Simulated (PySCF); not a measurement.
diphosphane (H₄P₂), singlet, at a GFN2-xTB geometry; HF/cc-pVDZ, polarisability (PySCF).

Here is a job for PySCF.
```python
from pyscf import gto, scf
from pyscf.prop import polarizability

mol = gto.M(
    atom='''
P    -0.95749764   -0.49162795   -0.02783059
P     0.95749764    0.49162795    0.02783059
H    -1.49803048    0.29857828    0.98717514
H    -1.46569209    0.34914249   -1.01862913
H     1.46569209   -0.34914249    1.01862913
H     1.49803048   -0.29857828   -0.98717514
''',
    basis='cc-pvdz',
    verbose=4,
)

mf = scf.RHF(mol)
mf.kernel()
alpha = mf.Polarizability().polarizability()[2, 2]
print('alpha_zz =', alpha)
```

Problem. Write the output that PySCF gives for this input, abridged.

Solution. 
```
site-packages/pyscf/prop/efg/rhf.py:45: UserWarning: Module EFG is under testing
  warnings.warn('Module EFG is under testing')
site-packages/pyscf/prop/efg/dhf.py:30: UserWarning: Module EFG is under testing
  warnings.warn('Module EFG is under testing')
site-packages/pyscf/prop/zfs/uhf.py:40: UserWarning: Module ZFS is under testing
  warnings.warn('Module ZFS is under testing')
site-packages/pyscf/prop/gtensor/uhf.py:43: UserWarning: Module g-tensor is under testing
  warnings.warn('Module g-tensor is under testing')
site-packages/pyscf/prop/gtensor/uks.py:41: UserWarning: Module g-tensor is under testing
  warnings.warn('Module g-tensor is under testing')
site-packages/pyscf/prop/hfc/uks.py:35: UserWarning: Module HFC is under testing
  warnings.warn('Module HFC is under testing')
site-packages/pyscf/prop/magnetizability/rhf.py:39: UserWarning: Module magnetizability is under testing
  warnings.warn('Module magnetizability is under testing')
site-packages/pyscf/prop/magnetizability/uhf.py:37: UserWarning: Module magnetizability is under testing
  warnings.warn('Module magnetizability is under testing')
site-packages/pyscf/prop/magnetizability/rks.py:37: UserWarning: Module magnetizability is under testing
  warnings.warn('Module magnetizability is under testing')
site-packages/pyscf/prop/magnetizability/uks.py:39: UserWarning: Module magnetizability is under testing
  warnings.warn('Module magnetizability is under testing')
site-packages/pyscf/prop/polarizability/uhf.py:34: UserWarning: Module polarizability is under testing
  warnings.warn('Module polarizability is under testing')
site-packages/pyscf/prop/polarizability/rks.py:29: UserWarning: Module polarizability is under testing
  warnings.warn('Module polarizability is under testing')
site-packages/pyscf/prop/polarizability/uks.py:29: UserWarning: Module polarizability is under testing
  warnings.warn('Module polarizability is under testing')
PySCF version 2.14.0

[INPUT] verbose = 4
[INPUT] num. atoms = 6
[INPUT] num. electrons = 34
[INPUT] charge = 0
[INPUT] spin (= nelec alpha-beta = 2S) = 0
[INPUT] symmetry False subgroup None
[INPUT] Mole.unit = angstrom
[INPUT] Symbol           X                Y                Z      unit          X                Y                Z       unit  Magmom
[...]
nuclear repulsion = 91.2261267953687
number of shells = 22
number of NR pGTOs = 110
number of NR cGTOs = 56
basis = cc-pvdz
ecp = {}

******** <class 'pyscf.scf.hf.RHF'> ********
method = RHF
initial guess = minao
damping factor = 0
level_shift factor = 0
DIIS = <class 'pyscf.scf.diis.CDIIS'>
diis_start_cycle = 1
diis_space = 8
diis_damp = 0
SCF conv_tol = 1e-09
SCF conv_tol_grad = None
SCF max_cycles = 50
direct_scf = True
direct_scf_tol = 1e-13
Set gradient conv threshold to 3.16228e-05
Initial guess from minao.
init E= -683.730949866931
[...]
cycle= 1 E= -683.76493250557  delta_E= -0.034  |g|= 0.204  |ddm|= 1.89
[...]
cycle= 2 E= -683.786800049956  delta_E= -0.0219  |g|= 0.0579  |ddm|= 0.24
[...]
cycle= 3 E= -683.788931262467  delta_E= -0.00213  |g|= 0.0193  |ddm|= 0.0828
[...]
cycle= 4 E= -683.789213163902  delta_E= -0.000282  |g|= 0.00427  |ddm|= 0.0413
[...]
cycle= 5 E= -683.789229709759  delta_E= -1.65e-05  |g|= 0.000996  |ddm|= 0.0116
[...]
cycle= 6 E= -683.789230812242  delta_E= -1.1e-06  |g|= 0.000171  |ddm|= 0.00419
[...]
cycle= 7 E= -683.78923084401  delta_E= -3.18e-08  |g|= 3.08e-05  |ddm|= 0.000795
[...]
cycle= 8 E= -683.789230845101  delta_E= -1.09e-09  |g|= 5.42e-06  |ddm|= 0.000157
[...]
cycle= 9 E= -683.78923084514  delta_E= -3.82e-11  |g|= 1.14e-06  |ddm|= 2.62e-05
[...]
Extra cycle  E= -683.789230845138  delta_E= 1.71e-12  |g|= 4.58e-07  |ddm|= 2.88e-06
converged SCF energy = -683.789230845138
Isotropic polarizability 44.5933474659
Polarizability anisotropy 17.5801939331
alpha_zz = 40.84030826107446
```
